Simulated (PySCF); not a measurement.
Cd(OH)(NH2) (CdH3NO), SMILES [OH][Cd][NH2].

Geometry optimised at PBE0-D3(BJ)/def2-TZVP. The def2 effective core potentials stand for the cores of Cd; spin–orbit coupling is left out. One conformer was computed; it need not be the lowest.

Level of theory: TDA-B3LYP/def2-SVPD (PySCF).

Vertical excitations. Isolated molecule, no solvent. State labels are in the subgroup Cs.

Computed excitation energies, oscillator strengths and character:
```tsv
state	symmetry	energy (eV)	λ (nm)	f	main pairs
S1	A'	4.70	264	0.048	HOMO→LUMO 94 %
S2	A"	5.19	239	0.023	HOMO−1→LUMO 98 %
S3	A"	5.65	219	0.018	HOMO→LUMO+1 99 %
S4	A'	5.99	207	0.018	HOMO→LUMO+2 52 %, HOMO−2→LUMO 32 %, HOMO−1→LUMO+1 12 %
S5	A'	6.19	200	0.106	HOMO→LUMO+2 35 %, HOMO−2→LUMO 30 %, HOMO−1→LUMO+1 24 %, HOMO−3→LUMO 6 %
S6	A"	6.41	193	0.001	HOMO−1→LUMO+2 99 %
S7	A'	6.80	182	0.008	HOMO→LUMO+3 78 %
S8	A'	6.91	179	0.096	HOMO−2→LUMO+2 34 %, HOMO−1→LUMO+1 31 %, HOMO−2→LUMO 15 %, HOMO→LUMO+3 13 %
S9	A"	7.05	176	0.020	HOMO−2→LUMO+1 98 %
S10	A'	7.41	167	0.073	HOMO−2→LUMO+2 52 %, HOMO−1→LUMO+1 15 %, HOMO−3→LUMO 13 %
T1	A'	4.03	307	0	HOMO→LUMO 95 %
T2	A"	4.76	260	0	HOMO−1→LUMO 96 %
T3	A'	5.31	234	0	HOMO−2→LUMO 94 %
T4	A'	5.44	228	0	HOMO→LUMO+2 95 %
```
Triplets are in the Tamm–Dancoff approximation.
